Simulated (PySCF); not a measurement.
C₃H₆Cl (SMILES CC[CH]Cl), doublet, at a GFN2-xTB geometry; PBE0/def2-SV(P) (PySCF).

Input for PySCF:
```python
from pyscf import gto, scf, dft

mol = gto.Mole()
mol.atom = '''
    C     0.88196835   -0.69035601   -0.06520633
    C     2.33446101   -0.22289527   -0.00871853
    C    -0.04521944    0.45133341   -0.21727741
    H     0.63004599   -1.24911322    0.84093252
    H     0.77187846   -1.39427599   -0.90612752
    H     3.00027462   -1.07594315    0.09232763
    Cl   -1.68930543    0.26027060    0.15334852
    H     2.59685791    0.31448981   -0.91653331
    H     2.48724108    0.43935498    0.83925443
    H     0.20463477    1.31239464   -0.80956506
'''
mol.basis = 'def2-sv(p)'
mol.spin = 1
mol.verbose = 4
mol.build()

mf = dft.UKS(mol)
mf.xc = 'pbe0'
mf.kernel()
```

It wrote (shortened):

```
PySCF version 2.14.0

[INPUT] verbose = 4
[INPUT] num. atoms = 10
[INPUT] num. electrons = 41
[INPUT] charge = 0
[INPUT] spin (= nelec alpha-beta = 2S) = 1
[INPUT] symmetry False subgroup None
[INPUT] Mole.unit = angstrom
[INPUT] Symbol           X                Y                Z      unit          X                Y                Z       unit  Magmom
[INPUT]  1 C      0.881968350000  -0.690356010000  -0.065206330000 AA    1.666678632035  -1.304583787347  -0.123222105288 Bohr   0.0
[INPUT]  2 C      2.334461010000  -0.222895270000  -0.008718530000 AA    4.411491957376  -0.421211014761  -0.016475633909 Bohr   0.0
[INPUT]  3 C     -0.045219440000   0.451333410000  -0.217277410000 AA   -0.085452357106   0.852896535766  -0.410594797955 Bohr   0.0
[INPUT]  4 H      0.630045990000  -1.249113220000   0.840932520000 AA    1.190614366980  -2.360481884374   1.589132152040 Bohr   0.0
[INPUT]  5 H      0.771878460000  -1.394275990000  -0.906127520000 AA    1.458638890851  -2.634799763157  -1.712332846731 Bohr   0.0
[INPUT]  6 H      3.000274620000  -1.075943150000   0.092327630000 AA    5.669697330284  -2.033237879102   0.174473934430 Bohr   0.0
[INPUT]  7 Cl    -1.689305430000   0.260270600000   0.153348520000 AA   -3.192324603441   0.491840152276   0.289786704407 Bohr   0.0
[INPUT]  8 H      2.596857910000   0.314489810000  -0.916533310000 AA    4.907350234310   0.594299609867  -1.731996939941 Bohr   0.0
[INPUT]  9 H      2.487241080000   0.439354980000   0.839254430000 AA    4.700204446967   0.830260583664   1.585961021528 Bohr   0.0
[INPUT] 10 H      0.204634770000   1.312394640000  -0.809565060000 AA    0.386703670863   2.480066436947  -1.529856243417 Bohr   0.0

nuclear repulsion = 150.550847732941
number of shells = 38
number of NR pGTOs = 132
number of NR cGTOs = 72
basis = def2-sv(p)
ecp = {}

******** <class 'pyscf.dft.uks.UKS'> ********
method = UKS
initial guess = minao
damping factor = 0
level_shift factor = 0
DIIS = <class 'pyscf.scf.diis.CDIIS'>
diis_start_cycle = 1
diis_space = 8
diis_damp = 0
SCF conv_tol = 1e-09
SCF conv_tol_grad = None
SCF max_cycles = 50
direct_scf = True
direct_scf_tol = 1e-13
number electrons alpha = 21  beta = 20
XC library pyscf.dft.libxc version 7.1.2
    S. Lehtola, C. Steigemann, M. J. T. Oliveira, and M. A. L. Marques,  SoftwareX 7, 1–5 (2018)
XC functionals = pbe0
    C. Adamo and V. Barone,  J. Chem. Phys. 110, 6158 (1999)
    M. Ernzerhof and G. E. Scuseria,  J. Chem. Phys. 110, 5029 (1999)
radial grids:
    Treutler-Ahlrichs [JCP 102, 346 (1995); DOI:10.1063/1.469408] (M4) radial grids

becke partition: Becke, JCP 88, 2547 (1988); DOI:10.1063/1.454033
pruning grids: <function nwchem_prune>
grids dens level: 3
symmetrized grids: False
atomic radii adjust function: <function treutler_atomic_radii_adjust>
small_rho_cutoff = 0
Set gradient conv threshold to 3.16228e-05
tot grids = 120088
init E= -577.780811581875

cycle= 1 E= -577.510308697572  delta_E= 0.271  |g|= 0.193  |ddm|= 2.16
cycle= 2 E= -577.513450241863  delta_E= -0.00314  |g|= 0.192  |ddm|= 0.422
cycle= 3 E= -577.53253157788  delta_E= -0.0191  |g|= 0.0208  |ddm|= 0.194
cycle= 4 E= -577.532798614795  delta_E= -0.000267  |g|= 0.00945  |ddm|= 0.0391
cycle= 5 E= -577.532856857401  delta_E= -5.82e-05  |g|= 0.00355  |ddm|= 0.014
cycle= 6 E= -577.532864678242  delta_E= -7.82e-06  |g|= 0.0017  |ddm|= 0.00739
cycle= 7 E= -577.532866942195  delta_E= -2.26e-06  |g|= 0.000365  |ddm|= 0.00288
cycle= 8 E= -577.532867061329  delta_E= -1.19e-07  |g|= 0.000104  |ddm|= 0.000813
cycle= 9 E= -577.532867069109  delta_E= -7.78e-09  |g|= 4.42e-05  |ddm|= 0.000174
cycle= 10 E= -577.53286707032  delta_E= -1.21e-09  |g|= 1.42e-05  |ddm|= 6.65e-05
cycle= 11 E= -577.532867070476  delta_E= -1.56e-10  |g|= 4.1e-06  |ddm|= 2.39e-05
Extra cycle  E= -577.532867070485  delta_E= -8.87e-12  |g|= 2.69e-06  |ddm|= 8.56e-06
converged SCF energy = -577.532867070485  <S^2> = 0.7546874  2S+1 = 2.0046819
```
